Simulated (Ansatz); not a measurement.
`COc1ccc(-c2ccc(-c3ccc(-c4ccc(-c5ccc(-c6ccc(-c7ccc(-c8ccc(C(F)=C(F)F)cc8)s7)s6)s5)s4)s3)s2)cc1` with charge +1. The state is a doublet with charge 1. Geometry r2SCAN-D4/def2-SVP, that of the neutral singlet; atoms count from 1.

```xyz
72

C    -6.060  -14.159   -0.352
O    -6.690  -13.737    0.838
C    -6.493  -12.464    1.252
C    -5.712  -11.516    0.572
C    -5.577  -10.229    1.093
C    -6.204   -9.841    2.292
C    -6.063   -8.497    2.838
C    -6.695   -7.925    3.935
C    -6.316   -6.590    4.183
C    -5.378   -6.104    3.277
C    -4.774   -4.799    3.241
C    -4.971   -3.740    4.124
C    -4.214   -2.597    3.807
C    -3.419   -2.749    2.674
C    -2.522   -1.807    2.069
C    -1.767   -1.922    0.904
C    -0.987   -0.783    0.624
C    -1.125    0.232    1.567
C    -0.499    1.521    1.625
C    -0.617    2.504    2.605
C     0.149    3.654    2.346
C     0.873    3.585    1.158
C     1.744    4.585    0.605
C     2.001    5.859    1.108
C     2.909    6.598    0.328
C     3.370    5.912   -0.792
C     4.293    6.353   -1.800
C     4.779    5.675   -2.914
C     5.682    6.438   -3.683
C     5.909    7.715   -3.182
C     6.766    8.770   -3.702
C     6.844   10.036   -3.085
C     7.663   11.040   -3.586
C     8.451   10.825   -4.735
C     9.289   11.917   -5.208
F     9.195   13.072   -4.519
C    10.160   11.942   -6.237
F    10.864   13.001   -6.563
F    10.409   10.921   -7.031
C     8.380    9.561   -5.361
C     7.558    8.564   -4.854
S     4.976    7.956   -1.725
S     2.654    4.320   -0.861
S     0.583    2.058    0.362
S    -2.247   -0.252    2.816
S    -3.629   -4.349    2.003
S    -4.975   -7.339    2.114
C    -6.984  -10.815    2.959
C    -7.129  -12.096    2.451
H    -4.960  -14.083   -0.280
H    -6.338  -15.211   -0.494
H    -6.404  -13.573   -1.222
H    -5.209  -11.765   -0.364
H    -4.968   -9.506    0.542
H    -7.427   -8.460    4.542
H    -6.716   -5.987    5.000
H    -5.646   -3.803    4.978
H    -4.240   -1.670    4.385
H    -1.790   -2.816    0.277
H    -0.331   -0.691   -0.245
H    -1.243    2.376    3.491
H     0.185    4.520    3.009
H     1.534    6.239    2.018
H     3.229    7.614    0.566
H     4.483    4.652   -3.156
H     6.156    6.063   -4.591
H     6.246   10.243   -2.192
H     7.699   12.009   -3.086
H     8.969    9.352   -6.255
H     7.532    7.599   -5.366
H    -7.480  -10.562    3.899
H    -7.731  -12.847    2.969
```

Single mean-field runs in def2-SVP are fitted with def2-universal-jkfit.

Question: Estimate the Mulliken populations of the heavy atoms from the PBE0/def2-SVP orbitals of Ansatz.

Answer: 
```tsv
atom	charge (e)	spin (α − β)
C1	0.09	0.00
O2	-0.33	0.02
C3	0.23	0.04
C4	-0.10	-0.01
C5	-0.04	0.04
C6	0.07	-0.01
C7	-0.07	0.10
C8	-0.01	-0.01
C9	0.01	0.07
C10	-0.08	0.01
C11	-0.06	0.08
C12	0.00	0.02
C13	0.00	0.04
C14	-0.07	0.04
C15	-0.06	0.06
C16	-0.01	0.04
C17	0.00	0.04
C18	-0.07	0.06
C19	-0.07	0.04
C20	-0.01	0.04
C21	0.00	0.03
C22	-0.07	0.07
C23	-0.08	0.01
C24	0.01	0.07
C25	-0.01	-0.01
C26	-0.06	0.09
C27	-0.07	-0.01
C28	0.00	0.06
C29	-0.01	-0.02
C30	-0.08	0.08
C31	0.07	-0.02
C32	-0.04	0.03
C33	-0.02	-0.02
C34	-0.03	0.04
C35	0.18	-0.02
F36	-0.20	0.00
C37	0.36	0.03
F38	-0.13	0.00
F39	-0.15	0.00
C40	-0.01	-0.02
C41	-0.03	0.03
S42	0.14	-0.01
S43	0.17	-0.02
S44	0.17	-0.03
S45	0.16	-0.03
S46	0.17	-0.03
S47	0.14	-0.02
C48	-0.03	0.03
C49	-0.02	-0.02
```
Mulliken values depend strongly on the basis.

Question: Where does the spin sit?

Answer: Summed by element: C 1.13, O 0.02, F 0.00, S -0.13, H -0.02, of 1 unpaired in all. Largest on single atoms: C7 0.10, C26 0.09, C30 0.08.

Question: And the Mayer bond orders between heavy atoms (over 0.3, the first 40 of 56)?

Answer: C1–O2 0.93 (1.41 Å); O2–C3 1.15 (1.35 Å); C3–C4 1.28 (1.40 Å); C3–C49 1.32 (1.41 Å); C4–C5 1.43 (1.40 Å); C5–C6 1.32 (1.41 Å); C6–C7 1.13 (1.46 Å); C6–C48 1.30 (1.41 Å); C7–C8 1.44 (1.39 Å); C7–S47 1.14 (1.75 Å); C8–C9 1.34 (1.41 Å); C9–C10 1.42 (1.39 Å); C10–C11 1.21 (1.44 Å); C10–S47 1.11 (1.74 Å); C11–C12 1.41 (1.39 Å); C11–S46 1.13 (1.75 Å); C12–C13 1.37 (1.41 Å); C13–C14 1.39 (1.39 Å); C14–C15 1.25 (1.43 Å); C14–S46 1.11 (1.75 Å); C15–C16 1.39 (1.39 Å); C15–S45 1.12 (1.75 Å); C16–C17 1.38 (1.41 Å); C17–C18 1.39 (1.39 Å); C18–C19 1.26 (1.43 Å); C18–S45 1.12 (1.75 Å); C19–C20 1.39 (1.39 Å); C19–S44 1.11 (1.75 Å); C20–C21 1.38 (1.41 Å); C21–C22 1.41 (1.39 Å); C22–C23 1.22 (1.44 Å); C22–S44 1.12 (1.75 Å); C23–C24 1.42 (1.39 Å); C23–S43 1.11 (1.75 Å); C24–C25 1.36 (1.41 Å); C25–C26 1.40 (1.39 Å); C26–C27 1.23 (1.44 Å); C26–S43 1.13 (1.75 Å); C27–C28 1.42 (1.39 Å); C27–S42 1.12 (1.74 Å).
